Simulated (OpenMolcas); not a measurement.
**Ionisation energies of thallium**

| Quantity | Value |
| --- | --- |
| Program | OpenMolcas 26.06 |
| Basis | ANO-R3 [9s8p7d3f2g1h] |
| Scalar Hamiltonian | X2C, finite nucleus |
| Spin-orbit coupling | RASSI with atomic mean-field integrals over the reference wave functions, term energies averaged over their components |

Active shells in each charge state: the valence s, p shells, with orbitals averaged over the low states. Where CASPT2's correlated closed shells are named, they are those of the first ion.

A. CASSCF
B. SS-CASPT2, IPEA 0.25 Eh, imaginary shift 0.1 Eh (closed shells correlated: 5d)
C. SS-CASPT2, IPEA 0.25 Eh, imaginary shift 0.1 Eh (closed shells correlated: none)
D. SS-CASPT2, IPEA 0 Eh, imaginary shift 0.1 Eh (closed shells correlated: 5d)
E. SS-CASPT2, IPEA 0.25 Eh, imaginary shift 0.1 Eh (closed shells correlated: 4f 5s 5p 5d)

Energies in eV between the lowest computed levels (charge -1 gives the electron affinity), named as in B; reference values from the NIST Atomic Spectra Database with their kind.

```tsv
From	To	A	B	C	D	E	Spin-orbit share in B	Reference
Tl- 6s² 6p² ³P₀	Tl 6s² 6p ²P°_1/2	-0.473	-0.035	-0.148	0.056	-0.031	-0.057	
Tl 6s² 6p ²P°_1/2	Tl+ 6s² ¹S₀	5.095	5.949	5.595	6.035	5.990	+0.592	6.108 (measured)
Tl+ 6s² ¹S₀	Tl2+ 6s ²S_1/2	19.059	20.190	19.120	20.190	20.326	+0.000	20.428 (measured)
Tl2+ 6s ²S_1/2	Tl3+ 5d¹⁰ ¹S₀	28.098	29.732	28.098	29.809	29.968	+0.000	29.852 (measured)
```

Error against the reference values, in %:

```csv
From,Reference,A,B,C,D,E
Tl,measured,-16.6,-2.6,-8.4,-1.2,-1.9
Tl+,measured,-6.7,-1.2,-6.4,-1.2,-0.5
Tl2+,measured,-5.9,-0.4,-5.9,-0.1,+0.4
```

Mean absolute error over the 3 measured values: A 1.38 eV, B 0.17 eV, C 1.19 eV, D 0.12 eV, E 0.11 eV.

No diffuse functions were added, so the electron affinity comes out too small, and without dynamic correlation a bound anion can come out unbound.

° marks odd parity.
